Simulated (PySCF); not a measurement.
A small calculation by hand: chemical shift, span and skew from a shielding tensor

B(Me)2(OSiH3) (C2H9BOSi), SMILES CB(C)O[SiH3]. Atoms are numbered in the order given.

```xyz
14

B      0.1141     0.0841     0.9312
C      0.1457    -0.6612     2.3163
H     -0.3417    -1.6471     2.2893
H     -0.2837    -0.0580     3.1329
H      1.2047    -0.8247     2.5930
C      0.3594     1.6417     0.8144
H      0.7573     1.9737    -0.1592
H      1.0105     2.0326     1.6122
H     -0.6168     2.1476     0.9443
O     -0.1473    -0.6682    -0.1880
Si    -0.2388    -0.2866    -1.8170
H      1.0884     0.1705    -2.3250
H     -1.2517     0.7850    -2.0513
H     -0.6470    -1.5241    -2.5337
```

Geometry optimised at r2SCAN-D4/def2-SVP. The structure was generated by enumeration, and PubChem lists no compound with its InChIKey, so it may never have been made. One conformer was computed; it need not be the lowest.

GIAO shieldings from PBE/pcSseg-1 in PySCF, non-relativistic, no solvent. The symmetric part of the tensor of Si11 has the principal values 323.8, 348.8, 450.9 ppm. The same nucleus in TMS has σ = 335.4 ppm at this level (PySCF, at its B3LYP-D3(BJ)/def2-TZVP geometry).

Work out the isotropic shielding, the ²⁹Si shift against TMS, the span and the skew.


σ(iso) = (σ11 + σ22 + σ33)/3 = 374.5 ppm. δ = σ(ref) − σ(iso) = 335.4 − (374.5) = -39.1 ppm.
Span Ω = σ33 − σ11 = 127.1 ppm. Skew κ = 3(σ(iso) − σ22)/Ω = 0.61. Tumbling in solution averages the tensor to δ; in a static solid the shielding alone would spread this spin-1/2 line over Ω.
